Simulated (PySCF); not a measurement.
## Basis and Hamiltonian dependence of the excitation energy of O

O [He] 2s2 2p4 (3P) → O [He] 2s1 2p5 (3P). All values are computed (PySCF 2.14, energy differences of UHF-based or UKS calculations, no spin-orbit coupling). Values in eV.

```json
{"basis": "x2c-TZVPPall", "Hamiltonian": "spin-free X2C", "functions": "31", "UHF": "16.921", "LDA": "14.341", "PBE0": "15.193", "MP2 (valence)": "16.086", "CCSD(T) (valence)": "15.754", "CCSD(T) (valence and next inner shell)": "15.731"}
{"basis": "aug-cc-pVTZ-DK", "Hamiltonian": "spin-free X2C", "functions": "46", "UHF": "16.926", "LDA": "14.362", "PBE0": "15.213", "MP2 (valence)": "16.061", "CCSD(T) (valence)": "15.315", "CCSD(T) (valence and next inner shell)": "n/a"}
{"basis": "aug-cc-pwCVTZ", "Hamiltonian": "non-relativistic", "functions": "59", "UHF": "16.872", "LDA": "14.307", "PBE0": "15.155", "MP2 (valence)": "16.025", "CCSD(T) (valence)": "15.311", "CCSD(T) (valence and next inner shell)": "15.312"}
{"basis": "dyall-v3z with one added diffuse shell each of s, p, d type", "Hamiltonian": "spin-free X2C", "functions": "64", "UHF": "16.895", "LDA": "n/a", "PBE0": "n/a", "MP2 (valence)": "16.070", "CCSD(T) (valence)": "15.311", "CCSD(T) (valence and next inner shell)": "n/a"}
{"basis": "def2-QZVPPD", "Hamiltonian": "non-relativistic", "functions": "66", "UHF": "16.850", "LDA": "14.286", "PBE0": "15.134", "MP2 (valence)": "15.990", "CCSD(T) (valence)": "15.269", "CCSD(T) (valence and next inner shell)": "15.260"}
{"basis": "dyall-av3z", "Hamiltonian": "non-relativistic", "functions": "71", "UHF": "16.847", "LDA": "14.283", "PBE0": "15.129", "MP2 (valence)": "16.017", "CCSD(T) (valence)": "15.263", "CCSD(T) (valence and next inner shell)": "n/a"}
{"basis": "dyall-av3z", "Hamiltonian": "spin-free X2C", "functions": "71", "UHF": "16.896", "LDA": "14.331", "PBE0": "15.179", "MP2 (valence)": "16.066", "CCSD(T) (valence)": "15.290", "CCSD(T) (valence and next inner shell)": "n/a"}
{"basis": "x2c-QZVPPall with one added diffuse shell each of s, p, d, f type", "Hamiltonian": "spin-free X2C", "functions": "73", "UHF": "16.899", "LDA": "14.335", "PBE0": "15.183", "MP2 (valence)": "16.037", "CCSD(T) (valence)": "15.325", "CCSD(T) (valence and next inner shell)": "15.315"}
{"basis": "aug-cc-pCVTZ-DK with one added diffuse shell each of s, p, d, f type", "Hamiltonian": "spin-free X2C", "functions": "75", "UHF": "16.921", "LDA": "14.356", "PBE0": "15.204", "MP2 (valence)": "16.073", "CCSD(T) (valence)": "15.159", "CCSD(T) (valence and next inner shell)": "15.211"}
{"basis": "aug-cc-pVQZ-DK", "Hamiltonian": "spin-free X2C", "functions": "80", "UHF": "16.903", "LDA": "14.338", "PBE0": "15.187", "MP2 (valence)": "16.043", "CCSD(T) (valence)": "15.318", "CCSD(T) (valence and next inner shell)": "n/a"}
{"basis": "aug-cc-pVQZ", "Hamiltonian": "non-relativistic", "functions": "80", "UHF": "16.854", "LDA": "14.289", "PBE0": "15.138", "MP2 (valence)": "15.994", "CCSD(T) (valence)": "15.286", "CCSD(T) (valence and next inner shell)": "n/a"}
{"basis": "aug-cc-pVQZ with one added diffuse shell each of s, p, d, f, g type", "Hamiltonian": "non-relativistic", "functions": "105", "UHF": "16.854", "LDA": "14.289", "PBE0": "15.137", "MP2 (valence)": "15.994", "CCSD(T) (valence)": "n/a", "CCSD(T) (valence and next inner shell)": "n/a"}
{"basis": "aug-cc-pwCVQZ", "Hamiltonian": "non-relativistic", "functions": "109", "UHF": "16.853", "LDA": "14.288", "PBE0": "15.135", "MP2 (valence)": "16.001", "CCSD(T) (valence)": "n/a", "CCSD(T) (valence and next inner shell)": "n/a"}
{"basis": "aug-cc-pV5Z", "Hamiltonian": "non-relativistic", "functions": "127", "UHF": "16.848", "LDA": "14.283", "PBE0": "15.130", "MP2 (valence)": "15.994", "CCSD(T) (valence)": "n/a", "CCSD(T) (valence and next inner shell)": "n/a"}
```

Frozen in the all-electron rows: valence: 1s2; valence and next inner shell: nothing.

The upper state lies above the first ionisation limit, where it may autoionise and the basis confines it.
